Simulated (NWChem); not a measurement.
All runs are NWChem calculations. System: bromotrifluoromethane (CBrF3), charge 0, spin multiplicity 1, at a geometry optimised with PBE0/def2-SVP. Level: G0W0@PBE0/def2-TZVP, RI basis def2-tzvp-rifit.

Job file:

```
start mol
memory heap 200 mb stack 700 mb global 1700 mb
geometry units angstroms nocenter noautoz
  F      1.295733    -0.553263     1.072485
  C      0.814013     0.041935     0.000000
  F      1.295733    -0.553263    -1.072485
  F      1.200132     1.301877     0.000000
  Br    -1.114528    -0.057422     0.000000
  symmetry group Cs
end
basis spherical
  * library def2-tzvp
end
basis "ri basis" bse spherical
  * library def2-tzvp-rifit
end
dft
  xc pbe0
  iterations 100
  direct
  tolerances tight
end
task dft energy
gw
  method cdgw
  states alpha occ 4 vir 2
end
task dft gw
```

Part of the output:

```
             Northwest Computational Chemistry Package (NWChem) 7.3.0
             --------------------------------------------------------

                                NWChem Input Module
                                -------------------

 Scaling coordinates for geometry "geometry" by  1.889725989
 (inverse scale =  0.529177249)

 Turning off AUTOSYM since
 SYMMETRY directive was detected!

                             Geometry "geometry" -> ""
                             -------------------------

 Output coordinates in angstroms (scale by  1.889725989 to convert to a.u.)

  No.       Tag          Charge          X              Y              Z
 ---- ---------------- ---------- -------------- -------------- --------------
    1 F                    9.0000     1.29573300    -0.55326300     1.07248500
    2 C                    6.0000     0.81401300     0.04193500     0.00000000
    3 F                    9.0000     1.29573300    -0.55326300    -1.07248500
    4 F                    9.0000     1.20013200     1.30187700     0.00000000
    5 Br                  35.0000    -1.11452800    -0.05742200     0.00000000

 Effective nuclear repulsion energy (a.u.)     368.8456795699

            Nuclear Dipole moment (a.u.)
            ----------------------------
        X                 Y               Z
 ---------------- ---------------- ----------------
    -0.0000377945    -0.0000018897     0.0000000000

      Symmetry information
      --------------------

 Group name             Cs
 Group number              2
 Group order               2
 No. of unique centers     4

      Symmetry unique atoms

     1    2    4    5


 Summary of "ao basis" -> "" (spherical)
 ------------------------------------------------------------------------------
       Tag                 Description            Shells   Functions and Types
 ---------------- ------------------------------  ------  ---------------------
 *                         def2-tzvp                  on all atoms

 new library libraries.bse/

 Summary of "ri basis" -> "" (spherical)
 ------------------------------------------------------------------------------
       Tag                 Description            Shells   Functions and Types
 ---------------- ------------------------------  ------  ---------------------
 *                      def2-tzvp-rifit               on all atoms

                                 NWChem DFT Module
                                 -----------------

 Summary of "ao basis" -> "ao basis" (spherical)
 ------------------------------------------------------------------------------
       Tag                 Description            Shells   Functions and Types
 ---------------- ------------------------------  ------  ---------------------
 F                         def2-tzvp                11       31   5s3p2d1f
 C                         def2-tzvp                11       31   5s3p2d1f
 Br                        def2-tzvp                16       48   6s5p4d1f

 Summary of "ao basis" -> "ao basis" (spherical)
 ------------------------------------------------------------------------------
       Tag                 Description            Shells   Functions and Types
 ---------------- ------------------------------  ------  ---------------------
 F                         def2-tzvp                11       31   5s3p2d1f
 C                         def2-tzvp                11       31   5s3p2d1f
 Br                        def2-tzvp                16       48   6s5p4d1f
[...]
   Bfn.  Coefficient  Atom+Function         Bfn.  Coefficient  Atom+Function
  ----- ------------  ---------------      ----- ------------  ---------------
   141      0.535134  5 Br py               135     -0.357695  5 Br py
   138      0.323043  5 Br py               144      0.292495  5 Br py
   132      0.108994  5 Br py                99      0.092556  4 F  px
   102      0.078236  4 F  px               105      0.054923  4 F  px
     6     -0.044893  1 F  px                68     -0.044893  3 F  px

 Vector   35  Occ=0.000000D+00  E=-3.136863D-02  Symmetry=a'
              MO Center= -6.6D-01, -3.4D-02, -3.9D-15, r^2= 2.6D+00
   Bfn.  Coefficient  Atom+Function         Bfn.  Coefficient  Atom+Function
  ----- ------------  ---------------      ----- ------------  ---------------
   143     -0.591548  5 Br px                35      0.580956  2 C  s
    37     -0.345242  2 C  px                40     -0.329365  2 C  px
   130     -0.301335  5 Br s                 36      0.298218  2 C  s
   140     -0.276067  5 Br px               137     -0.231896  5 Br px
   134      0.224187  5 Br px               129     -0.192018  5 Br s

 Vector   36  Occ=0.000000D+00  E= 1.081996D-01  Symmetry=a'
              MO Center=  3.7D-01,  1.9D-02, -3.6D-13, r^2= 6.1D+00
   Bfn.  Coefficient  Atom+Function         Bfn.  Coefficient  Atom+Function
  ----- ------------  ---------------      ----- ------------  ---------------
    36      3.683609  2 C  s                130     -1.238365  5 Br s
     5     -1.029571  1 F  s                 67     -1.029571  3 F  s
    98     -1.029557  4 F  s                143     -0.955973  5 Br px
   106      0.354286  4 F  py                43     -0.322558  2 C  px
    14      0.302598  1 F  pz                76     -0.302598  3 F  pz

 Vector   37  Occ=0.000000D+00  E= 1.193131D-01  Symmetry=a"
              MO Center=  3.4D-01,  5.3D-03,  2.9D-13, r^2= 3.4D+00
   Bfn.  Coefficient  Atom+Function         Bfn.  Coefficient  Atom+Function
  ----- ------------  ---------------      ----- ------------  ---------------
    45      1.229628  2 C  pz                 5     -0.765994  1 F  s
    67      0.765994  3 F  s                 42      0.569439  2 C  pz
   145     -0.436181  5 Br pz                39      0.333981  2 C  pz
   107     -0.272834  4 F  pz                13     -0.239330  1 F  py
    75      0.239330  3 F  py               164     -0.200504  5 Br d  1

 center of mass
 --------------
 x =  -0.09221653 y =  -0.00475109 z =   0.00000000

 moments of inertia (a.u.)
 ------------------
         313.608726511281         -28.390890365867           0.000000000000
         -28.390890365867         863.230441897470           0.000000000000
           0.000000000000           0.000000000000         864.693621486964

     Multipole analysis of the density
     ---------------------------------

     L   x y z        total         alpha         beta         nuclear
     -   - - -        -----         -----         ----         -------
     0   0 0 0      0.000000    -34.000000    -34.000000     68.000000

     1   1 0 0     -0.122236     -0.061099     -0.061099     -0.000038
     1   0 1 0     -0.006309     -0.003153     -0.003153     -0.000002
     1   0 0 1     -0.000000     -0.000000     -0.000000      0.000000

     2   2 0 0    -27.490214   -175.577224   -175.577224    323.664234
     2   1 1 0      0.079633     -6.392950     -6.392950     12.865533
     2   1 0 1      0.000000      0.000000      0.000000      0.000000
     2   0 2 0    -29.032155    -51.815325    -51.815325     74.598494
     2   0 1 1     -0.000000     -0.000000     -0.000000      0.000000
     2   0 0 2    -29.036245    -51.485840    -51.485840     73.935435

 Task  times  cpu:       27.9s     wall:       27.9s

                                NWChem Input Module
                                -------------------

                                 NWChem GW Module
                                 ----------------

                             ***********************
                             ***        GW       ***
                             ***********************

 Summary of "ri basis" -> "ri basis" (spherical)
 ------------------------------------------------------------------------------
       Tag                 Description            Shells   Functions and Types
 ---------------- ------------------------------  ------  ---------------------
 F                      def2-tzvp-rifit             22       76   8s6p4d3f1g
 C                      def2-tzvp-rifit             22       76   8s6p4d3f1g
 Br                     def2-tzvp-rifit             37      159   10s9p8d5f4g1h

                 Memory Information
                 ------------------
          Available GA per process is          1699.8 MBs
          Available stack per process is        700.0 MBs
          Available heap per process is           0.0 MBs

          Peak memory in Initialization
              Peak GA per process is                 23.6 MBs
              Peak stack per process is               0.3 MBs
              Peak heap per process is               24.6 MBs
              Memory not in MA per process            0.0 MBs

          Peak memory in CDGW Calculation
              Peak GA per process is                 27.2 MBs
              Peak stack per process is               3.3 MBs
              Peak heap per process is                3.8 MBs
              Memory not in MA per process            0.0 MBs

          Computing 2-center integrals
          Computing Inverse Cholesky factor
          Computing 3-center integrals
          Computing Vxc

          Computing Sigma_x
          Computing W(iw) on the imaginary grid
          Solving quasiparticle equations

                  Alpha Orbitals
          State     Energy (eV)     Error (eV)
          -----------------------------------
@GW        31        -15.329           0.002
@GW        32        -13.645           0.002
@GW        33        -11.387           0.005
@GW        34        -11.390           0.002
@GW        35          1.718           0.002
@GW        36          4.930           0.005

     GW Timing Statistics
   ------------------------
   Init.   :          0.2s
     ERIs  :          2.2s
     Distr.:          0.1s
     Vxc   :          2.7s
   Vmo     :          0.0s
   iW      :          5.4s
   I_n     :          0.0s
   R_n     :          0.7s
   GW total:         11.2s

 Task  times  cpu:       11.2s     wall:       11.2s

 Total times  cpu:       39.2s     wall:       39.2s
```
